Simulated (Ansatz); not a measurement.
Results of the Gaussian-basis code of Ansatz.

Basis-set series for C$_{6}$H$_{18}$IN$_{3}$Zr, SMILES `C[N](C)[Zr]([I])([N](C)C)[N](C)C`. Charge 0, multiplicity 1. Zr, I takes the def2 core potential. The geometry is a stationary point of PBE0-D4/def2-TZVP. It is one conformer, not always the lowest.

| functional | basis | functions | energy (Eh) | HOMO (eV) | LUMO (eV) |
| --- | --- | --- | --- | --- | --- |
| PBE0-D4 | def2-SVP | 273 | -747.89139 | -6.41 | -0.23 |
| PBE0-D4 | def2-QZVPP | 1216 | -748.37969 | -6.49 | -0.36 |
| ωB97M-V | def2-SVP | 273 | -748.01791 | -8.59 | 1.48 |
| ωB97M-V | def2-QZVPP | 1216 | -748.53056 | -8.68 | 0.69 |

Q: Give the rows for def2-TZVPP. (Estimate.)

A: The calculation gave: 
```json
{"functional": "PBE0-D4", "basis": "def2-TZVPP", "functions": "637", "energy (Eh)": "-748.35277", "HOMO (eV)": "-6.47", "LUMO (eV)": "-0.33"}
{"functional": "ωB97M-V", "basis": "def2-TZVPP", "functions": "637", "energy (Eh)": "-748.50425", "HOMO (eV)": "-8.66", "LUMO (eV)": "1.09"}
```

Positive LUMOs are unbound and depend on the basis.
